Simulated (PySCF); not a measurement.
SMILES [CH](C)(C)[Ga]([Cl])[CH](C)C, singlet (GFN2-xTB optimised geometry):

```
22

Ga    -0.331    -0.953     0.000
Cl    -1.227    -2.876     0.046
C     -1.624     0.715     0.000
C     -0.809     2.002     0.101
C     -2.632     0.581     1.141
H     -2.177     0.717    -0.950
H     -1.463     2.876     0.081
H     -0.239     2.026     1.031
H     -0.108     2.080    -0.732
H     -3.157    -0.375     1.076
H     -3.374     1.381     1.099
H     -2.130     0.631     2.109
C      1.780    -0.953     0.000
C      2.285    -1.814    -1.157
C      2.276    -1.502     1.338
H      2.148     0.072    -0.125
H      3.374    -1.891    -1.136
H      1.872    -2.823    -1.088
H      1.987    -1.386    -2.116
H      1.959    -0.860     2.162
H      3.365    -1.566     1.350
H      1.875    -2.504     1.509
```

Method: PBE0/def2-SVP in PySCF.

What are the frontier orbital energies and the dipole moment?

HOMO-2 -8.83 eV, HOMO-1 -8.20 eV, HOMO -6.63 eV, LUMO -0.95 eV, LUMO+1 0.07 eV; dipole moment 2.05 D.

On the same geometry PySCF with PBE/def2-SVP gives HOMO-2 -7.35 eV, HOMO-1 -6.95 eV, HOMO -5.49 eV, LUMO -1.71 eV, LUMO+1 -0.80 eV; dipole moment 1.94 D.

Meta-Löwdin charges at PBE0/def2-SVP: Ga1 0.53, Cl2 -0.27, C3 -0.21, C4 -0.29, C5 -0.29, H6 0.10, H7 0.10, H8 0.09, H9 0.10, H10 0.10, H11 0.10, H12 0.09, C13 -0.21, C14 -0.29, C15 -0.29, H16 0.09, H17 0.09, H18 0.10, H19 0.09, H20 0.09, H21 0.10, H22 0.10.
